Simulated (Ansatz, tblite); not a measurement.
Cost and result up the ladder for H2Te3 (Te₃H₂) (5 atoms). Charge 0, multiplicity 1. Geometry: PBE0-D4/def2-SVP.

| atom | x (Å) | y (Å) | z (Å) |
| --- | --- | --- | --- |
| Te1 | -0.8344 | -1.6327 | 1.1666 |
| Te2 | -0.8065 | -0.1330 | -1.1035 |
| Te3 | 1.1730 | 1.6914 | -0.7080 |
| H4 | -1.9175 | -0.6532 | 1.9760 |
| H5 | 2.3853 | 0.7274 | -1.3312 |

Ansatz on 4 threads of AMD EPYC 9B45 on a shared host; xTB runs through tblite on one thread. Times are rough, summed over both states, and most runs start from the orbitals of an earlier one. PBE0-D4/def2-TZVP serves as the yardstick here, not as an exact answer. The other state is a doublet.

In the def2 sets Te takes a core potential; there is no spin–orbit coupling. The xTB rows come from tblite. HOMO above LUMO, or a gap near zero within one spin, warns that the state may not be the lowest or that an electron is smeared out.

Raw xTB energies of ions are shifted by several eV.

| level | functions | vertical IE (eV) | difference from PBE0-D4/def2-TZVP (eV) | remarks |
| --- | --- | --- | --- | --- |
| GFN1-xTB | 31 | 12.91 | 4.73 | – |
| PBE0-D4/def2-TZVP | 162 | 8.18 | 0.00 | – |
| PBE-D4/def2-TZVP | 162 | 7.94 | -0.24 | gap within one spin near zero (+1 doublet) |
| r2SCAN-D4/def2-TZVP | 162 | 8.07 | -0.11 | – |
| GFN2-xTB | 29 | 13.02 | 4.83 | – |

Question: Estimate how long each takes.

Answer: GFN1-xTB 0.006 s; GFN2-xTB 0.007 s; PBE-D4/def2-TZVP 1.8 s; PBE0-D4/def2-TZVP 2.6 s; r2SCAN-D4/def2-TZVP 3.7 s. On shared hardware such times vary by a factor of up to 3.
